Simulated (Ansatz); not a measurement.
A structure relaxed at PBE-D4/def2-SVP in Ansatz, charge 0, singlet:

Cartesian coordinates in Å:
```
Al -0.6952 1.7609 -2.9695
N 0.7089 0.6487 -3.8433
Al -1.9583 2.2332 -0.3049
N -3.1416 0.9636 0.6144
N -0.5897 1.2170 -1.0925
Al -0.9419 -0.6645 -0.9015
Al 1.7811 -0.4812 -2.6664
N 0.5140 -1.6235 -1.7695
Al -2.2957 -0.2668 1.8903
N -0.9059 -1.1266 0.9655
Al -1.3401 -3.0171 1.2260
Al 1.4646 -2.8290 -0.6043
N 0.0885 -3.9556 0.2012
N -1.1444 3.2308 1.1914
Al 1.1186 1.6965 -0.3870
N 2.4528 0.6151 -1.2506
Al -0.1043 2.2133 2.5046
N -1.4508 0.9615 3.1840
N 1.0726 1.1536 1.4784
Al 0.7888 -0.7483 1.7598
Al 3.4997 -0.4192 0.0600
N 2.1447 -1.6695 0.7559
H -2.0933 1.2957 -3.6210
H -0.1660 3.2776 -3.1202
H 0.2649 0.0603 -4.5659
H 1.3290 1.2748 -4.3808
H -2.8122 3.2466 -1.1985
H -3.5218 0.3551 -0.1370
H -3.9766 1.4235 1.0098
H -2.3603 -1.0564 -1.5661
H 2.8776 -1.2455 -3.5454
H 0.0766 -2.2088 -2.5031
H -3.4037 -1.1344 2.6480
H -2.7250 -3.3910 0.4927
H -1.0722 -3.4231 2.7643
H 2.5374 -3.7672 -1.3309
H -0.3527 -4.5301 -0.5343
H 0.5309 -4.6491 0.8247
H -1.8343 3.8575 1.6350
H -0.4740 3.8799 0.7365
H 1.4315 3.2800 -0.4450
H 3.1550 1.2595 -1.6551
H 0.4759 3.1492 3.6597
H -2.1623 1.4273 3.7690
H -0.9522 0.3374 3.8471
H 2.0429 1.3194 1.8163
H 0.8487 -1.0390 3.3474
H 4.6725 -1.2294 -0.6825
H 3.9155 0.5858 1.2679
H 2.6821 -2.2482 1.4255
```

(1) Give its formula and point group.

(2) Summarise the bond lengths by kind (pairs closer than 1.2 times the sum of covalent radii, bridged metal pairs left out).

## Answers

(1) Al11N11H28, a nanocrystal cut from wurtzite AlN (hydrogen-capped). Point group Cs (tolerance 0.1 Å).

(2) 30 × Al–N 1.88 to 1.99 Å; 14 × Al–H 1.60 to 1.63 Å; 14 × H–N 1.03 to 1.04 Å.

Single mean-field runs in def2-SVP are fitted with def2-universal-jkfit.
